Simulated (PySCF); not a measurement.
Molecule: SMILES CC(C)B(O)O, C3H9BO2.

Cartesian coordinates in Å; atom numbers follow the order of the lines, from 1:
```xyz
15

C    -0.356    1.235   -1.019
C    -0.418    0.349    0.232
C    -1.468   -0.749    0.029
B     1.025   -0.275    0.559
O     1.564   -1.158   -0.316
O     1.647    0.114    1.698
H    -1.333    1.670   -1.225
H    -0.050    0.644   -1.877
H     0.360    2.042   -0.883
H    -0.736    0.973    1.072
H    -1.165   -1.405   -0.783
H    -2.435   -0.313   -0.217
H    -1.577   -1.346    0.932
H     2.429   -1.511   -0.107
H     2.510   -0.263    1.883
```

Frames of a GFN2-xTB Langevin trajectory at 200 K; GIAO PBE0/pcSseg-1 shieldings in PySCF 2.14, gas phase, non-relativistic; equivalent atoms averaged within each frame.

Scale: 13C (σref 186.93) and 1H (σref 31.72) against TMS; 11B (σref 100.07) against BF3·OEt2; 17O (σref 336.08) against H2O (reference shieldings calculated alike). The references are static minima.

Problem. How do the shifts (ppm) fluctuate along the trajectory?

Solution. 
| time (fs) | C1/C3 | C2 | B4 | O5/O6 | H14/H15 | H7/H8/H9/H11/H12/H13 | H10 |
| --- | --- | --- | --- | --- | --- | --- | --- |
| 250 | 21.0 | 20.4 | 27.5 | 121.2 | 4.00 | 1.27 | 1.20 |
| 425 | 23.8 | 18.0 | 28.4 | 120.1 | 3.14 | 1.40 | 0.96 |
| 625 | 26.6 | 17.4 | 29.7 | 115.4 | 2.90 | 1.56 | 0.77 |
| 800 | 22.5 | 15.8 | 32.0 | 122.5 | 2.44 | 1.19 | 1.61 |
| 1000 | 23.7 | 22.2 | 28.5 | 126.7 | 3.71 | 1.63 | 1.43 |
| mean of frames | 23.5 | 18.8 | 29.2 | 121.2 | 3.24 | 1.41 | 1.19 |
| standard deviation | 2.0 | 2.5 | 1.8 | 4.1 | 0.62 | 0.19 | 0.34 |

5 frames give an uncertainty of the mean of about the standard deviation over 2.2 at best, since frames this close in time may not be independent; classical motion lacks zero-point vibration, and the reference would need the same averaging.
